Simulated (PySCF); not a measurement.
## [MnCl5]3-: what the settings change

The complex [MnCl5]3- (charge -3) contains Mn(II), shell d5. The structure is a PBE0-D3(BJ)/def2-TZVP, IEF-PCM water geometry optimised for multiplicity 6; coordination trigonal bipyramidal, point group Cs, metal–donor distances 2.46–2.62 Å.

```
6

Mn    0.0000    0.0000    0.0000
Cl   -0.0060    0.0097    2.6177
Cl   -0.0060    0.0097   -2.6177
Cl   -1.1975   -2.1453    0.0000
Cl    2.4635   -0.0680    0.0000
Cl   -1.2591    2.1162    0.0000
```

Method (PySCF 2.14, density fitting): CASSCF(5,5) with orbitals averaged over all microstates of the shell, strongly contracted NEVPT2 on the averaged canonical orbitals; basis x2c-TZVPall on the metal, x2c-SVPall elsewhere; spin-free X2C; IEF-PCM water; spin-orbit coupling by state interaction with the mean-field operator over all roots.

Base run: NEVPT2 ground state 6A', next 4A'' at 23861, then 4A'' at 23936 cm⁻¹, B(CASSCF) 1055, ζ 303 cm⁻¹, D -0.05 cm⁻¹, g 2.002 2.002 2.002, μeff(300 K) 5.92 μB.

Q: What happens with the basis x2c-TZVPall on all atoms?

A: NEVPT2 ground state 6A', next 4A'' at 23852, then 4A'' at 23931 cm⁻¹, B(CASSCF) 1054, ζ 303 cm⁻¹, D -0.04 cm⁻¹, g 2.002 2.002 2.002, μeff(300 K) 5.92 μB. It took 14 s against 7.2 s on a shared host of the same kind.

Q: What happens with orbitals averaged over the highest spin alone?

A: NEVPT2 ground state 6A', next 4A'' at 24592, then 4A'' at 24660 cm⁻¹, B(CASSCF) 1096, ζ 315 cm⁻¹, D -0.03 cm⁻¹, g 2.002 2.002 2.002, μeff(300 K) 5.92 μB.
